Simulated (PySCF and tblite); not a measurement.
The numbers below are computed, except where a source is named.
2 regioisomers of C₆H₆O₃:

```csv
isomer,SMILES
A,[CH3:1][C:2](=[O:3])[O:4][c:5]1[cH:6][cH:7][cH:8][o:9]1
B,[CH3:1][C:2](=[O:3])[O:4][c:5]1[cH:6][cH:7][o:8][cH:9]1
```

Protocol: conformer search, at most 6 conformers an isomer, GFN2-xTB geometries, energies B3LYP/def2-SVP (IEF-PCM, benzene) (D3(BJ) added where defined), GIAO shieldings WP04/pcSseg-1 (IEF-PCM, benzene), weights at 298.15 K with GFN2-xTB thermal terms. Programs: PySCF with density fitting and tblite.

(1) What shifts does each isomer give (ppm)?

Shifts are unscaled: against experiment ¹³C can be off by 15 ppm or more and ¹H by 0.8 ppm. At least one structure keeps an imaginary mode at the tight-binding level. The search found a single conformer for at least one isomer; other rotamers may be missing.

Answers

(1) 
A: ¹H (against TMS): 7.02 (H8, 1H), 6.86 (H6, 1H), 6.55 (H7, 1H), 2.41 (H1, 3H). ¹³C (against TMS): 173.9 (C2), 163.5 (C5), 139.5 (C8), 119.9 (C7), 103.3 (C6), 26.0 (C1).

B: ¹H (against TMS): 8.20 (H9, 1H), 7.29 (H7, 1H), 6.72 (H6, 1H), 2.38 (H1, 3H). ¹³C (against TMS): 176.9 (C2), 151.9 (C5), 146.4 (C7), 139.6 (C9), 112.8 (C6), 26.2 (C1).
